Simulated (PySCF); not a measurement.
## Correlation energy of He (helium, neutral)

1s2, closed-shell 1S. Calculation: PySCF 2.14, in pcseg-2; the non-relativistic Hamiltonian (point nucleus). Frozen: nothing; 2 electrons correlated.

Total MP2 correlation energy: -32.86 mhartree.

Same-spin part 0.00 and opposite-spin part -32.86 mhartree; SCS-MP2 scales them by 1/3 and 6/5 to -39.43 mhartree.

With two correlated electrons CCSD is exact within the correlated space (frozen core and kept virtual orbitals).

| level | correlation energy (mhartree) |
| --- | --- |
| CCSD | -38.83 |

Diagnostics: T1 = 0.0014, D1 = 0.0020, largest double amplitude 0.046.

Question: Is a single reference adequate?

Answer: Yes: T1 lies below 0.03 and no double amplitude reaches 0.07.
